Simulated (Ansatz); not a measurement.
# Nudged elastic band run: BH4NOTe

Input:

```yaml
crystal:
  periodic: [false, false, false]
  atoms:
    - { symbol: "N", position_ang: [-0.289112, 0.955156, -0.100623] }
    - { symbol: B, position_ang: [0.387722, -0.265155, 0.057309] }
    - { symbol: O, position_ang: [1.731855, -0.390061, 0.24102] }
    - { symbol: Te, position_ang: [-0.67109, -2.188976, 0.027031] }
    - { symbol: H, position_ang: [0.175768, 1.85458, -0.090784] }
    - { symbol: H, position_ang: [-1.287468, 1.017567, -0.234683] }
    - { symbol: H, position_ang: [2.207502, 0.446607, 0.256791] }
    - { symbol: H, position_ang: [-2.163078, -1.486817, -0.211861] }
basis:
  gaussian: { orbitals: def2-SVP }
hamiltonian:
  xc: pbe0
  dispersion: d4
neb:
  order_check: false
  images: 7
  f_tol: 0.5
  max_iterations: 56
  initial_path: idpp
  final_atoms:
    - { symbol: "N", position_ang: [-0.43547203, 1.08249054, -0.09572741] }
    - { symbol: B, position_ang: [0.39454972, -0.02723827, 0.08889103] }
    - { symbol: O, position_ang: [1.74386281, 0.15502613, 0.17201392] }
    - { symbol: Te, position_ang: [-0.46139878, -2.06140525, 0.27316675] }
    - { symbol: H, position_ang: [-1.44284176, 1.04943702, -0.0862241] }
    - { symbol: H, position_ang: [-0.04003195, 2.00843708, -0.20602678] }
    - { symbol: H, position_ang: [2.26019977, -0.65371049, 0.16924941] }
    - { symbol: H, position_ang: [-1.92676878, -1.61013577, -0.37114282] }
```

Launched with:

```bash
$ ansatz run input.yaml --threads 1 --pin off --max-ram 2048MiB --backend cpu --events-out ev --progress --plain --runs-dir out
```

Output, in part (warnings, iteration lines, the closing report on the highest movable image, with atoms numbered from 0):

```
NEB end point (image 0): max|allowed force component| = 1.202e-3 eV/Å (the criterion of neb.relax_end_points is 1.000e-1)
NEB end point (image 8): max|allowed force component| = 1.078e-2 eV/Å (the criterion of neb.relax_end_points is 1.000e-1)
NEB iter   1: max|band force component| = 1.578e0 eV/Å  barrier→ = 1.2789 eV  barrier← = 1.3262 eV  Δτ_max = 0.1775 Å  (239 SCF iters)
NEB iter   2: max|band force component| = 9.216e-1 eV/Å  barrier→ = 1.1922 eV  barrier← = 1.2395 eV  Δτ_max = 0.1949 Å  (210 SCF iters)
NEB iter   3: max|band force component| = 7.130e-1 eV/Å  barrier→ = 0.9548 eV  barrier← = 1.0021 eV  Δτ_max = 0.1996 Å  (217 SCF iters)
NEB iter   4: max|band force component| = 1.197e0 eV/Å  barrier→ = 0.7803 eV  barrier← = 0.8275 eV  Δτ_max = 0.1011 Å  (217 SCF iters)
NEB iter   5: max|band force component| = 1.207e0 eV/Å  barrier→ = 0.6544 eV  barrier← = 0.7016 eV  Δτ_max = 0.0505 Å  (217 SCF iters)
NEB iter   6: max|band force component| = 8.358e-1 eV/Å  barrier→ = 0.5575 eV  barrier← = 0.6048 eV  Δτ_max = 0.0991 Å  (213 SCF iters)
NEB iter   7: max|band force component| = 5.357e-1 eV/Å  barrier→ = 0.4820 eV  barrier← = 0.5292 eV  Δτ_max = 0.2000 Å  (207 SCF iters)
NEB iter   8: max|band force component| = 6.225e-1 eV/Å  barrier→ = 0.4803 eV  barrier← = 0.5276 eV  Δτ_max = 0.0994 Å  (220 SCF iters)
NEB iter   9: max|band force component| = 5.396e-1 eV/Å  barrier→ = 0.4803 eV  barrier← = 0.5276 eV  Δτ_max = 0.1003 Å  (210 SCF iters)
NEB iter  10: max|band force component| = 4.030e-1 eV/Å  barrier→ = 0.4810 eV  barrier← = 0.5283 eV  CI = image 3  Δτ_max = 0.0000 Å  (408 SCF iters)
Total energy: -11566.37652222 eV, -425.0564972201 hartree
Atom 0 at    -0.134293     1.022646    -0.420149 Å, force    -0.034842    -0.043958     0.044817 eV/Å
Atom 1 at     0.445115    -0.254493    -0.016576 Å, force    -0.053331     0.005519    -0.031964 eV/Å
Atom 2 at     1.737766    -0.538172    -0.277592 Å, force     0.012641     0.040050    -0.009178 eV/Å
Atom 3 at    -0.608097    -1.883745     1.006640 Å, force     0.015586    -0.009782     0.016924 eV/Å
Atom 4 at    -0.516849     1.533056     0.375295 Å, force     0.015608     0.005433    -0.010440 eV/Å
Atom 5 at    -0.918963     0.889616    -1.057706 Å, force     0.018278     0.020127    -0.011978 eV/Å
Atom 6 at     2.132582     0.219345    -0.733149 Å, force     0.026222    -0.026396     0.006854 eV/Å
Atom 7 at    -2.045163    -1.045351     1.067437 Å, force    -0.000162     0.009008    -0.005035 eV/Å
Dipole moment:    -0.115588     0.471064    -0.178294 e Å
```

The run converged. The threshold of 0.5 eV/Å is loose, so the images may lie well off the minimum-energy path. The profile has 2 maxima (images 3, 6) with wells between them (image 5): this band takes more than one step, which may be the mechanism or a detour left from its start path. Another band between the same ends (7 images) ends at a top of the same energy, where a vibrational analysis finds 1 clearly imaginary mode.

Final band (atoms are numbered from 1 in the order of the input):

```
image  path coordinate (Å)  energy (eV)  dihedral H6–N1–B2–Te4 (°)
    0                 0.00         0.00                          0
    1                 0.64         0.08                        -13
    2                 1.29         0.34                        -30
    3                 1.94         0.48                        -59
    4                 2.59         0.34                       -100
    5                 3.24         0.09                       -145
    6                 3.88         0.20                       -179
    7                 4.53         0.10                        177
    8                 5.18        -0.05                       -178
```

The run took 5.3 min on 1 thread of Arm Neoverse V1, with other jobs on the host, peak memory 0.19 GiB.
